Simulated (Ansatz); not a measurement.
Cost and result for the atomization energy of C$_{2}$H$_{5}$GeNO, SMILES `NC#C[O][GeH3]` (10 atoms, 9 bonds).

| atom | x (Å) | y (Å) | z (Å) |
| --- | --- | --- | --- |
| N1 | 1.079 | 2.516 | -0.374 |
| C2 | 0.504 | 1.398 | 0.131 |
| C3 | -0.010 | 0.448 | 0.658 |
| O4 | -0.569 | -0.572 | 1.242 |
| Ge5 | -0.843 | -2.035 | 0.199 |
| H6 | 0.535 | 2.981 | -1.086 |
| H7 | 2.038 | 2.399 | -0.666 |
| H8 | -1.764 | -1.605 | -0.950 |
| H9 | 0.529 | -2.494 | -0.308 |
| H10 | -1.499 | -3.036 | 1.154 |

The species carries charge 0 and has multiplicity 1. Correlated methods include outer-core shells of Ge, which these sets cover unevenly. Scalar relativity is left out up to krypton. All single points use the PBE0-D4/def2-TZVP geometry. It is one conformer, not always the lowest. Program: Ansatz. All runs use 4 threads of an Arm Neoverse V2 on a shared host. Times are those of one run each, without the atoms' runs, and a repeat can differ threefold. Electronic energies, without spin–orbit coupling; frozen cores. CCSD(T)/CBS adds CCSD(T) − MP2 in def2-TZVPP to the MP2 limit, and its time is that of the two runs behind it. T1 = 0.013. With those shells the extrapolation isn't a true limit. B3LYP takes the VWN-RPA correlation (the form of Gaussian; ORCA's B3LYP/G).

CCSD(T)/CBS is a level of theory with its own doubt, some kJ/mol a heavy atom from the limit and from the frozen cores, so smaller differences don't rank the functionals.

```tsv
level	functions	wall time	atomization (kJ/mol)	difference from CCSD(T)/CBS	per bond
PBE-D4/def2-TZVPP (with forces)	242	2.1 s	3704.6	124.0	13.8
PBE0-D4/def2-TZVPP	242	2.4 s	3593.8	13.2	1.5
B3LYP-D4/def2-TZVPP (with forces)	242	3.6 s	3588.3	7.7	0.9
r2SCAN-D4/def2-TZVPP (with forces)	242	4 s	3588.5	7.9	0.9
B2PLYP/def2-TZVPP	242	4.4 s	3552.3	-28.3	-3.1
ωB97X-V/def2-TZVPP	242	6 s	3599.0	18.4	2.1
ωB97M-V/def2-TZVPP (with forces)	242	8.5 s	3586.9	6.3	0.7
MP2/def2-QZVPP	467	18 s	3622.8	42.2	4.7
CCSD(T)/def2-TZVPP	242	2.8 min	3477.1	-103.5	-11.5
CCSD(T)/CBS(def2)	–	3.1 min	3580.6	0.0	0.0
```

In def2-TZVPP, CCSD(T) changes the Hartree–Fock value by +1095.6 kJ/mol (the triples alone add +74.1 kJ/mol) and MP2 by +1180.1 kJ/mol; breaking electron pairs costs correlation energy, which Hartree–Fock lacks. The D4 term adds +28.0 kJ/mol with B3LYP and +14.8 kJ/mol with PBE0; it sums over pairs of atoms, weighted by their polarisabilities, and B3LYP, whose exchange is more repulsive, gets the larger term. From PBE to PBE0 (25 % exact exchange), in def2-TZVPP and without D4, the atomization energy moves by −108.1 kJ/mol: exact exchange takes away binding that semilocal exchange gives to molecules.
